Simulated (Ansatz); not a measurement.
`F[Si](F)(F)B(Cl)Cl` + `N=C=O` → `O=C=N[Si](F)(F)F` + `ClBCl`  (cleavage of the Si–B bond)

Program: Ansatz. Geometries: PBE0-D4/def2-TZVP. ΔE: electronic, gas phase. CCSD(T)/CBS is the MP2 limit (def2-TZVPP, def2-QZVPP) plus CCSD(T) − MP2 in def2-TZVPP, frozen cores. This one scheme is used for every species. Each species was taken in one conformer, which may not be the lowest.

| species | CCSD(T)/CBS(def2) energy (Eh) |
| --- | --- |
| `F[Si](F)(F)B(Cl)Cl` | -1533.09514 |
| `N=C=O` | -168.51995 |
| `O=C=N[Si](F)(F)F` | -756.64104 |
| `ClBCl` | -945.02167 |

Question: Work out ΔE.

Answer: ΔE = (-756.64104) + (-945.02167) − (-1533.09514) − (-168.51995) = -0.04762 Eh = -29.9 kcal/mol.

Largest T1 diagnostic among the species: 0.018.

From BLYP to BHLYP (50 % exact exchange), in def2-TZVPP and without D4, ΔE moves by −6.4 kcal/mol. In def2-TZVPP, CCSD(T) changes the Hartree–Fock value by +7.8 kcal/mol (the triples alone add +1.3 kcal/mol) and MP2 by +6.4 kcal/mol. Leaving LDA and LC-ωPBE aside and taking each functional with its dispersion term where it has one, the values, not all of them listed here, spread over 8.5 kcal/mol, from BHLYP-D4 to revPBE-D4. LDA lies −1.0 kcal/mol from PBE without D4.
